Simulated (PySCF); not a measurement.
r2SCANh on Ga⁻ (gallium, charge -1), [Ar] 3d10 4s2 4p2, high-spin 3P determinant. All numbers are calculated (PySCF 2.14, the spin-free X2C one-electron Hamiltonian (Gaussian nucleus), in aug-cc-pVQZ-DK (8s7p5d3f2g, 93 functions)).

```
cycle= 1 E= -1943.80364778791  delta_E= -0.0088  |g|= 0.15  |ddm|= 1.94
cycle= 2 E= -1943.80191637554  delta_E= 0.00173  |g|= 0.18  |ddm|= 2.08
cycle= 3 E= -1943.80758003729  delta_E= -0.00566  |g|= 0.0109  |ddm|= 1.15
cycle= 4 E= -1943.80769306228  delta_E= -0.000113  |g|= 0.00109  |ddm|= 0.0796
cycle= 5 E= -1943.80769660647  delta_E= -3.54e-06  |g|= 0.000206  |ddm|= 0.0218
cycle= 6 E= -1943.80769664488  delta_E= -3.84e-08  |g|= 4.69e-05  |ddm|= 0.00237
cycle= 7 E= -1943.80769664978  delta_E= -4.91e-09  |g|= 4.26e-06  |ddm|= 0.000639
cycle= 8 E= -1943.80769664982  delta_E= -4.09e-11  |g|= 5.6e-07  |ddm|= 8.09e-05
converged SCF energy = -1943.80769664982  <S^2> = 2.0052021  2S+1 = 3.0034661
```

Highest occupied orbital energy: 1.029 eV; ⟨L²⟩ = 2.01; populations by l: s 8.00, p 14.00, d 10.00, f 0.00.

(1) Can this result be used?

Results:

(1) With care. The run converged. At r2SCANh the highest occupied level has a positive energy, so only the finite basis holds that electron; in a semilocal or global hybrid functional this comes from self-interaction and does not mean that the real anion is unbound.
